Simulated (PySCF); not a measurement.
## Structure from 2D NMR

Compound of formula C₅H₁₁ClOSi. Correlations simulated from computed shifts and the bond graph:

HSQC (one-bond C–H):
```csv
δH,δC
6.03,134.8
5.93,146.3
4.35,67.5
2.22,31.9
1.06,16.8
```

COSY cross peaks (H two or three bonds apart, from the bond graph; peaks can be absent where the dihedral angle is near 90°):
```csv
δH,δH
6.03,5.93
6.03,4.35
5.93,2.22
2.22,1.06
```

HMBC (two and three bonds, from the bond graph):
```csv
δH,δC
6.03,"146.3, 67.5, 31.9"
5.93,"134.8, 67.5, 31.9, 16.8"
5.33,67.5
4.35,"146.3, 134.8"
2.22,"146.3, 134.8, 16.8"
1.06,"146.3, 31.9"
```

How the numbers were obtained: NMR shieldings at PBE0/pcSseg-1/GIAO, coordinates at the GFN2-xTB level, in PySCF (rapidly exchanging positions averaged, a single conformation, no solvent, non-relativistic Hamiltonian).

Scale: 1H, 13C against TMS (reference shieldings calculated alike).

Exchangeable hydrogens are left out of these lists.

Task: Assemble the structure.

Result: `CC/C=C/CO[SiH2]Cl`.

Mapped SMILES: `[CH3:1][CH2:2]/[CH:3]=[CH:4]/[CH2:5][O:6][SiH2:7][Cl:8]`; H(Xn) means a hydrogen on atom n.

- δC 146.3 is C3, an alkene CH (δH 5.93).
- δC 134.8 is C4, an alkene CH (δH 6.03).
- δC 67.5 is C5, an allylic sp3 CH2 bonded to O (δH 4.35).
- δC 31.9 is C2, an allylic sp3 CH2 (δH 2.22).
- δC 16.8 is C1, a methyl carbon (δH 1.06).
- COSY links 6.03–5.93, 6.03–4.35, 5.93–2.22, 2.22–1.06.

This is the structure that produced the data.

Shifts are as computed. Against solution values, carbons near 30 ppm lie about +3 ppm off and those near 130 ppm about +5 ppm. Of 1211 compounds with measured shifts, 218 miss one by over three times the rms of a fit or turn the order of signals round; such compounds aren't used in these exercises.
